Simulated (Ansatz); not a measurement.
Born–Oppenheimer molecular dynamics of C3H9ClOSi (15 atoms, charge 0, multiplicity 1). It starts from a relaxed structure.

Level of theory: Ansatz, RKS B3LYP-D4/6-31G.

```yaml
ensemble: NVT, Nosé–Hoover chain
time_step: 1 fs
steps_asked: 147
set_temperature: 500 K
thermostat: time constant 20 fs, chain length 1
masses: H 10 u
seed: 232817
```

First frame:

```xyz
15
Properties=species:S:1:pos:R:3
Si -0.023 -0.153 -0.249
Cl -0.283 -0.194 1.954
C 1.808 0.075 -0.623
H 2.394 -0.754 -0.216
H 1.962 0.123 -1.706
H 2.164 1.009 -0.181
O -0.821 1.244 -0.847
C -2.216 1.601 -0.663
H -2.431 1.782 0.396
H -2.382 2.518 -1.230
H -2.882 0.816 -1.040
C -0.808 -1.757 -0.884
H -1.865 -1.816 -0.611
H -0.725 -1.804 -1.976
H -0.297 -2.623 -0.454
```

(1) How far do the bonds stretch over the last three quarters of this one trajectory? (Pairs bonded in most of those frames.)

Results:

(1) 
| bond | mean (Å) | spread (Å) | shortest | longest |
| --- | --- | --- | --- | --- |
| Si1–Cl2 | 2.252 | 0.063 | 2.16 | 2.35 |
| Si1–C3 | 1.904 | 0.028 | 1.85 | 1.97 |
| Si1–O7 | 1.740 | 0.058 | 1.63 | 1.82 |
| Si1–C12 | 1.915 | 0.033 | 1.86 | 1.99 |
| C3–H4 | 1.101 | 0.025 | 1.06 | 1.15 |
| C3–H5 | 1.102 | 0.035 | 1.04 | 1.16 |
| C3–H6 | 1.095 | 0.012 | 1.07 | 1.12 |
| O7–C8 | 1.474 | 0.025 | 1.39 | 1.52 |
| C8–H9 | 1.097 | 0.023 | 1.06 | 1.14 |
| C8–H10 | 1.091 | 0.022 | 1.05 | 1.14 |
| C8–H11 | 1.099 | 0.024 | 1.06 | 1.15 |
| C12–H13 | 1.104 | 0.032 | 1.05 | 1.17 |
| C12–H14 | 1.099 | 0.028 | 1.04 | 1.15 |
| C12–H15 | 1.102 | 0.026 | 1.05 | 1.15 |

Mean temperature of the second half: 485 K. The conserved energy stayed within 0.3 meV per atom of its start (net change 0.15 meV per atom), so the integration is sound. A run of 0.15 ps of so small a system gives no equilibrium averages. Limits of this set-up: no polarisation functions.

Run time: 16 min on 2 threads of Intel(R) Xeon(R) Processor @ 2.50GHz (Skylake/Cascade Lake) (shared host), peak memory 0.22 GiB.
